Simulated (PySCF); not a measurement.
Compound: 1-chloro-4-ethynylbenzene, C₈H₅Cl.
Atom-mapped SMILES: `[CH:1]#[C:2][c:3]1[cH:4][cH:5][c:6]([Cl:7])[cH:8][cH:9]1` (hydrogens: H10 on C1; H11 on C4; H12 on C5; H13 on C8; H14 on C9)

Computed with PySCF at CAM-B3LYP/def2-SVPD, non-relativistic, on one gas-phase PBE0-D3(BJ)/def2-SVP geometry that isn't relaxed in the solvent. The solvent is an IEF-PCM continuum (Bondi radii, 1.10 Å for H, scaled by 1.2), and excitations are vertical TDDFT with non-equilibrium linear response and a frozen core. The model holds no explicit solvent molecules, cavitation or dispersion.

Gas-phase singlets (H = HOMO, L = LUMO):

| state | E (eV) | λ (nm) | f | leading configuration |
| --- | --- | --- | --- | --- |
| S1 | 5.032 | 246 | 0.001 | H→L+1 63% |
| S2 | 5.134 | 241 | 0.436 | H→L 90% |
| S3 | 5.596 | 222 | 0.000 | H-2→L 88% |
| S4 | 6.236 | 199 | 0.000 | H→L+6 64% |
| S5 | 6.397 | 194 | 0.277 | H-1→L 62% |

Question: Give the list for benzene (ε = 2.271), n² = 2.25.

Answer: 
```
state  E (eV)  λ (nm)      f  leading configuration  change by rank (eV)
   S1   5.037     246  0.600                H→L 92%               +0.005
   S2   5.044     246  0.004              H→L+1 61%               -0.090
   S3   5.627     220  0.000              H-2→L 88%               +0.031
   S4   6.243     199  0.393              H-1→L 61%               +0.007
   S5   6.251     198  0.000              H→L+6 44%               -0.146
```

Question: Give the list for tetrahydrofuran (ε = 7.426), n² = 1.97.

Answer: 
```csv
state,E (eV),λ (nm),f,leading configuration,change by rank (eV)
S1,5.058,245,0.001,H→L+1 59%,+0.026
S2,5.069,245,0.578,H→L 92%,-0.065
S3,5.653,219,0.000,H-2→L 88%,+0.057
S4,6.270,198,0.374,H-1→L 59%,+0.034
S5,6.275,198,0.000,H→L+5 56%,-0.122
```

Question: The ground-state energy changes by -0.149 eV from gas to tetrahydrofuran. By how much does the total energy of gas-phase S2 change?

Answer: E(S2) = E(S0) + excitation energy, so it changes by -0.149 − 0.065 = -0.214 eV: it is lowered more than the ground state, which is what a red shift means. This is the vertical state, with the slow part of the continuum still set for S0.

Question: How do the frontier levels move from gas to tetrahydrofuran?

Answer: 
```json
{"orbital": "LUMO+2", "gas (eV)": "1.20", "solvent (eV)": "1.30", "change (eV)": "+0.10", "Löwdin shares, gas": "Cl7 19 %, C1 10 %, C2 9 %, C9 8 %", "Löwdin shares, solvent": "Cl7 23 %, C1 13 %, C2 11 %, C9 7 %"}
{"orbital": "LUMO+1", "gas (eV)": "0.26", "solvent (eV)": "0.36", "change (eV)": "+0.10", "Löwdin shares, gas": "C4 18 %, C9 18 %, C8 18 %, C5 18 %", "Löwdin shares, solvent": "C4 18 %, C9 18 %, C8 18 %, C5 18 %"}
{"orbital": "LUMO", "gas (eV)": "-0.35", "solvent (eV)": "-0.31", "change (eV)": "+0.04", "Löwdin shares, gas": "C6 18 %, C3 16 %, C1 12 %, C9 10 %", "Löwdin shares, solvent": "C6 17 %, C3 16 %, C1 12 %, C2 10 %"}
{"orbital": "HOMO", "gas (eV)": "-8.07", "solvent (eV)": "-8.06", "change (eV)": "+0.01", "Löwdin shares, gas": "C1 17 %, C6 15 %, C3 14 %, Cl7 14 %", "Löwdin shares, solvent": "C1 16 %, C6 15 %, C3 15 %, Cl7 13 %"}
{"orbital": "HOMO-1", "gas (eV)": "-9.17", "solvent (eV)": "-9.07", "change (eV)": "+0.10", "Löwdin shares, gas": "C5 20 %, C8 20 %, C4 20 %, C9 20 %", "Löwdin shares, solvent": "C5 20 %, C8 20 %, C4 20 %, C9 20 %"}
{"orbital": "HOMO-2", "gas (eV)": "-9.64", "solvent (eV)": "-9.67", "change (eV)": "-0.03", "Löwdin shares, gas": "C1 42 %, C2 41 %, C3 6 %, H10 4 %", "Löwdin shares, solvent": "C1 42 %, C2 41 %, C3 6 %"}
{"orbital": "HOMO-3", "gas (eV)": "-10.11", "solvent (eV)": "-10.14", "change (eV)": "-0.03", "Löwdin shares, gas": "Cl7 27 %, C2 22 %, C1 20 %, C6 7 %", "Löwdin shares, solvent": "Cl7 26 %, C2 22 %, C1 20 %, C6 7 %"}
```

The HOMO–LUMO gap goes from 7.72 to 7.76 eV.

The run took about 1.8 min of CPU time (one thread, shared machine). This is the whole response run at CAM-B3LYP/def2-SVPD in tetrahydrofuran, SCF included.
